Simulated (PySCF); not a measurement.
## Spinor energies of Sb⁴⁰⁺ (antimony, charge +40)

Start: [Ne] 3s1; 3s1/2 filled at m_j = +1/2. Calculated with PySCF 2.14 in an even-tempered Gaussian basis (18 s from 8.5 bohr⁻², ratio 2.4; 13 p from 11 bohr⁻², ratio 2.4; 4 d from 36 bohr⁻², ratio 2.6; 4 f from 53 bohr⁻², ratio 2.6): generalised Hartree-Fock with the X2C-1e Hamiltonian and a Gaussian nucleus; one run each with spin-orbit coupling (SO) switched off, then screened by Boettger's factors.

| spinor shell | electrons | ε, spin-free (eV) | ε, screened SO (eV) | weight of nominal j (screened SO) | rms radius, screened SO (bohr) |
| --- | --- | --- | --- | --- | --- |
| 1s1/2 | 2 | -33218.3 | -33216.2 | 1.000 | 0.0325 |
| 2s1/2 | 2 | -7166.4 | -7165.9 | 1.000 | 0.130 |
| 2p1/2 | 2 | -6696.9 | -6878.6 | 1.000 | 0.112 |
| 3s1/2 | 1 | -2900.1 | -2900.0 | 1.000 | 0.310 |

(1) Where does 2p3/2 lie, and what is the 2p spin-orbit splitting (screened SO)?

```
   quantity    spin-free  screened SO
E (hartree)  -5024.97043  -5026.35847
        M_J          1/2          1/2
       ⟨J²⟩        0.750        0.750
       ⟨L²⟩        0.000        0.007
       ⟨S²⟩        0.750        0.757
```

Each row is a mean over spinors that exchange with the open shell spreads, by up to 9.669 eV (2s1/2).

Breit and QED terms are absent; they matter most for the inner s and p1/2 levels.

Densities and radii are taken from the X2C orbitals without a picture-change correction, which distorts them close to the nucleus.

Without spin-orbit coupling the j labels of p, d and f shells carry no meaning; the spin-free column gives the mean over the occupied spinors of each nl shell.

## Answers

(1) At -6614.8 eV, 263.80 eV above 2p1/2.
